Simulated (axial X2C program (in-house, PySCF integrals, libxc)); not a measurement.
## Ω levels of DyTe from open-shell CI on f9 s1

Calculated with an in-house all-electron X2C program for linear molecules (integrals from PySCF): two-component X2C with atomic mean-field Coulomb and Gaunt terms, basis Dy dyall-v3z, Te dyall-v3z (cores contracted in-house). Orbitals come from Hartree–Fock averaged over the configuration Dy f9 s1; CI then distributes these electrons over the f, s shells of Dy.

R = 2.683 Å (near the minimum of the configuration average).

Active spinors (ω > 0):

```
shell    ω  ε (eV)                     character
    f  5/2  -11.85                     100% Dy f
    f  3/2  -11.76                     100% Dy f
    f  1/2  -11.70                     100% Dy f
    f  7/2  -10.99                     100% Dy f
    f  5/2  -10.92                     100% Dy f
    f  3/2  -10.85                     100% Dy f
    f  1/2  -10.82                     100% Dy f
    s  1/2   -3.55  63% Dy s, 20% Dy p, 12% Dy d
```

Lowest levels of this model:

```json
{"Ω": "8", "energy (cm⁻¹)": "0", "g∥": "21.91", "μ (D)": "-8.31", "configuration": "100% f9 s1"}
{"Ω": "7", "energy (cm⁻¹)": "326", "g∥": "18.91", "μ (D)": "-8.31", "configuration": "100% f9 s1"}
{"Ω": "6", "energy (cm⁻¹)": "595", "g∥": "16.05", "μ (D)": "-8.30", "configuration": "100% f9 s1"}
{"Ω": "5", "energy (cm⁻¹)": "811", "g∥": "13.29", "μ (D)": "-8.29", "configuration": "100% f9 s1"}
{"Ω": "4", "energy (cm⁻¹)": "980", "g∥": "10.58", "μ (D)": "-8.29", "configuration": "100% f9 s1"}
{"Ω": "3", "energy (cm⁻¹)": "1108", "g∥": "7.91", "μ (D)": "-8.29", "configuration": "100% f9 s1"}
{"Ω": "2", "energy (cm⁻¹)": "1197", "g∥": "5.26", "μ (D)": "-8.29", "configuration": "100% f9 s1"}
{"Ω": "1", "energy (cm⁻¹)": "1251", "g∥": "2.63", "μ (D)": "-8.29", "configuration": "100% f9 s1"}
{"Ω": "0", "energy (cm⁻¹)": "1268", "g∥": "0.00", "μ (D)": "-8.29", "configuration": "100% f9 s1"}
{"Ω": "7", "energy (cm⁻¹)": "1874", "g∥": "18.39", "μ (D)": "-8.31", "configuration": "100% f9 s1"}
{"Ω": "6", "energy (cm⁻¹)": "2074", "g∥": "15.64", "μ (D)": "-8.30", "configuration": "100% f9 s1"}
{"Ω": "5", "energy (cm⁻¹)": "2252", "g∥": "12.94", "μ (D)": "-8.30", "configuration": "100% f9 s1"}
{"Ω": "4", "energy (cm⁻¹)": "2407", "g∥": "10.29", "μ (D)": "-8.29", "configuration": "100% f9 s1"}
{"Ω": "3", "energy (cm⁻¹)": "2537", "g∥": "7.69", "μ (D)": "-8.29", "configuration": "100% f9 s1"}
{"Ω": "2", "energy (cm⁻¹)": "2635", "g∥": "5.11", "μ (D)": "-8.29", "configuration": "100% f9 s1"}
{"Ω": "1", "energy (cm⁻¹)": "2698", "g∥": "2.55", "μ (D)": "-8.29", "configuration": "100% f9 s1"}
{"Ω": "0", "energy (cm⁻¹)": "2719", "g∥": "0.00", "μ (D)": "-8.29", "configuration": "100% f9 s1"}
{"Ω": "7", "energy (cm⁻¹)": "3966", "g∥": "18.48", "μ (D)": "-8.31", "configuration": "100% f9 s1"}
{"Ω": "6", "energy (cm⁻¹)": "4109", "g∥": "15.40", "μ (D)": "-8.30", "configuration": "100% f9 s1"}
{"Ω": "5", "energy (cm⁻¹)": "4286", "g∥": "12.48", "μ (D)": "-8.30", "configuration": "100% f9 s1"}
{"Ω": "4", "energy (cm⁻¹)": "4467", "g∥": "9.78", "μ (D)": "-8.29", "configuration": "100% f9 s1"}
{"Ω": "3", "energy (cm⁻¹)": "4623", "g∥": "7.26", "μ (D)": "-8.29", "configuration": "100% f9 s1"}
{"Ω": "2", "energy (cm⁻¹)": "4739", "g∥": "4.83", "μ (D)": "-8.29", "configuration": "100% f9 s1"}
{"Ω": "6", "energy (cm⁻¹)": "4798", "g∥": "15.67", "μ (D)": "-8.30", "configuration": "100% f9 s1"}
{"Ω": "1", "energy (cm⁻¹)": "4809", "g∥": "2.41", "μ (D)": "-8.29", "configuration": "100% f9 s1"}
{"Ω": "0", "energy (cm⁻¹)": "4833", "g∥": "0.00", "μ (D)": "-8.29", "configuration": "100% f9 s1"}
{"Ω": "5", "energy (cm⁻¹)": "4946", "g∥": "12.89", "μ (D)": "-8.30", "configuration": "100% f9 s1"}
{"Ω": "4", "energy (cm⁻¹)": "5092", "g∥": "10.12", "μ (D)": "-8.30", "configuration": "100% f9 s1"}
{"Ω": "3", "energy (cm⁻¹)": "5230", "g∥": "7.45", "μ (D)": "-8.29", "configuration": "100% f9 s1"}
{"Ω": "2", "energy (cm⁻¹)": "5341", "g∥": "4.90", "μ (D)": "-8.29", "configuration": "100% f9 s1"}
```

g∥ is the magnitude of 2⟨Lz + ge Sz⟩ for the +Ω component. μ is positive if the Te end is positive.

Q: From Ω and g∥ of the lowest level, whose 2⟨Lz + ge Sz⟩ is positive, find ⟨Sz⟩ and ⟨Lz⟩ (ge = 2.0023).

A: Ω = ⟨Lz⟩ + ⟨Sz⟩ = 8 and ⟨Lz⟩ + ge⟨Sz⟩ = 10.955, so ⟨Sz⟩ = 2.95 and ⟨Lz⟩ = 5.05.

Occupations of the active spinors in the lowest level by ω, shell by shell in order of energy: -7/2: 0.00; -5/2: 0.93 0.07; -3/2: 0.84 0.16; -1/2: 0.69 0.31 0.00; 1/2: 0.54 0.46 1.00; 3/2: 1.00 1.00; 5/2: 1.00 1.00; 7/2: 1.00. The leading determinant has weight 0.29 among 106.

This point took 4.1 s on 1 thread of Arm Neoverse V2, on a shared host.

Dynamic correlation is missing, so gaps between terms are too wide and other configurations may lie lower; the lowest level listed is that of this model, not necessarily the ground state. At most 4 roots were kept for each Ω > 0 (twice that for Ω = 0) within 2.2 eV of the lowest, so higher up levels can be missing between those listed; levels with Ω > 0 are doubly degenerate and listed once, Ω = 0 levels singly. Along the bond the averaged SCF switches between close solutions, so this one may not be the lowest.
